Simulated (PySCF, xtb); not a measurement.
Te(Cl)(OMe) (CH3ClOTe), SMILES [Te](OC)Cl.

The structure is a stationary point at PBE0-D3(BJ)/def2-SVP. The def2 effective core potentials stand for the cores of Te; spin–orbit coupling is left out. One conformer was computed; it need not be the lowest.

Calculation: C-PCM-B3LYP/def2-SVP in PySCF.

The values are the electrostatic part of the solvation free energy, E(continuum) − E(gas) at the gas-phase geometry, in a cavity of scaled van der Waals radii (PySCF's table); cavitation and dispersion terms are not included. In vacuum the orbital gap is 3.59 eV. The dipole moment in vacuum is 2.02 D.

Computed values in water (ε = 78.36), ethylethanoate (ε = 5.99), dimethylsulfoxide (ε = 46.83):
```json
[
 {"solvent": "water", "ε": "78.36", "ΔG(elec) (kcal/mol)": "-4.0", "dipole (D)": "2.69", "gap (eV)": "3.69"},
 {"solvent": "ethylethanoate", "ε": "5.99", "ΔG(elec) (kcal/mol)": "-3.3", "dipole (D)": "2.56", "gap (eV)": "3.67"},
 {"solvent": "dimethylsulfoxide", "ε": "46.83", "ΔG(elec) (kcal/mol)": "-4.0", "dipole (D)": "2.68", "gap (eV)": "3.68"}
]
```

For comparison, GFN2-xTB/ALPB(water) (xtb, at the GFN2-xTB geometry, all terms of that model) gives -2.3 kcal/mol.
